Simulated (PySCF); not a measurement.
C₆ coefficients of unlike pairs at LC-wPBE

Calculated with PySCF 2.14 from the dipole response of each species, C₆(A,B) = (3/π) ∫ α_A(iu) α_B(iu) du, in atomic units, from isotropic polarisabilities. For ions this is the dispersion term alone; charge-induced terms of lower order in 1/R come first.

```
species                configuration                                                                         basis      relativity  α (bohr³)  C₆ (like pair)
    Te⁺       [Kr] 4d10 5s2 5p3 (4S)  x2c-TZVPPall with one added diffuse shell each of s, p, d, f type (9s7p5d3f)   spin-free X2C      21.89           186.4
     Be                [He] 2s2 (1S)                                                     aug-cc-pCVQZ (9s8p6d4f2g)            none      42.84           256.7
    Pb⁺  [Xe] 4f14 5d10 6s2 6p1 (2P)          def2-QZVPPD with the def2 core potential (60 electrons) (8s6p5d4f1g)  core potential      26.92           234.1
```

Question: Estimate C₆ for Be with Te⁺.

Answer: The integral gives 192.6. The combination rule 2 C_A C_B / (C_A α_B/α_A + C_B α_A/α_B) gives 193.0 and the geometric mean 218.8.

No spin-orbit coupling is included.

The other pairs:

```
    pair     C₆
 Pb⁺, Be  221.2
Pb⁺, Te⁺  208.4
```
